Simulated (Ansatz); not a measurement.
Cost and result for the atomization energy of H₄S₃Si (`S[SiH](S)S`) (8 atoms, 7 bonds).

Charge 0, multiplicity 1. Geometry: relaxed with PBE0-D4/def2-TZVP. It is one conformer, not always the lowest. Program: Ansatz. Hardware: A = 2 threads of an AMD EPYC 7R13 on a shared host; B = 2 threads of an AMD EPYC 7R13 on a shared host and a share of an NVIDIA H100 80 GB. Times are those of one run each, without the atoms' runs, and a repeat can differ threefold. Electronic energies, without spin–orbit coupling; frozen cores. CCSD(T)/CBS extrapolates def2-TZVPP and def2-QZVPP, and its time is that of the two runs behind it. T1 = 0.012. B3LYP takes the VWN-RPA correlation (the form of Gaussian; ORCA's B3LYP/G).

CCSD(T)/CBS is a level of theory with its own doubt, some kJ/mol a heavy atom from the limit and from the frozen cores, so smaller differences don't rank the functionals.

```json
{"level": "CCSD(T)/def2-TZVPP [B]", "functions": "224", "wall time": "2.9 s"}
{"level": "PBE-D4/def2-TZVPP (with forces) [A]", "functions": "224", "wall time": "4.1 s"}
{"level": "PBE0-D4/def2-TZVPP [A]", "functions": "224", "wall time": "6 s"}
{"level": "r2SCAN-D4/def2-TZVPP (with forces) [A]", "functions": "224", "wall time": "8 s"}
{"level": "B2PLYP/def2-TZVPP [A]", "functions": "224", "wall time": "9 s"}
{"level": "B3LYP-D4/def2-TZVPP (with forces) [A]", "functions": "224", "wall time": "9.1 s"}
{"level": "CCSD(T)/def2-QZVPP [B]", "functions": "400", "wall time": "10 s"}
{"level": "ωB97X-V/def2-TZVPP [A]", "functions": "224", "wall time": "13 s"}
{"level": "CCSD(T)/CBS(def2)", "functions": "–", "wall time": "13 s"}
{"level": "ωB97M-V/def2-TZVPP (with forces) [A]", "functions": "224", "wall time": "19 s"}
```

(1) What atomization energy does each give, and how far from CCSD(T)/CBS? (Estimate.)

Results:

(1) The calculation gave: 
```csv
level,atomization (kcal/mol),difference from CCSD(T)/CBS,per bond
CCSD(T)/def2-TZVPP [B],555.1,-22.8,-3.3
PBE-D4/def2-TZVPP (with forces) [A],580.6,2.7,0.4
PBE0-D4/def2-TZVPP [A],573.7,-4.2,-0.6
r2SCAN-D4/def2-TZVPP (with forces) [A],579.1,1.2,0.2
B2PLYP/def2-TZVPP [A],561.1,-16.8,-2.4
B3LYP-D4/def2-TZVPP (with forces) [A],570.1,-7.8,-1.1
CCSD(T)/def2-QZVPP [B],568.4,-9.5,-1.4
ωB97X-V/def2-TZVPP [A],582.0,4.1,0.6
CCSD(T)/CBS(def2),577.9,0.0,0.0
ωB97M-V/def2-TZVPP (with forces) [A],581.5,3.6,0.5
```

The D4 term adds +10.4 kcal/mol with B3LYP and +5.4 kcal/mol with PBE0; it sums over pairs of atoms, weighted by their polarisabilities, and B3LYP, whose exchange is more repulsive, gets the larger term. From PBE to PBE0 (25 % exact exchange), in def2-TZVPP and without D4, the atomization energy moves by −6.0 kcal/mol: exact exchange takes away binding that semilocal exchange gives to molecules. In def2-TZVPP, CCSD(T) changes the Hartree–Fock value by +150.7 kcal/mol (the triples alone add +10.7 kcal/mol) and MP2 by +156.9 kcal/mol; breaking electron pairs costs correlation energy, which Hartree–Fock lacks.
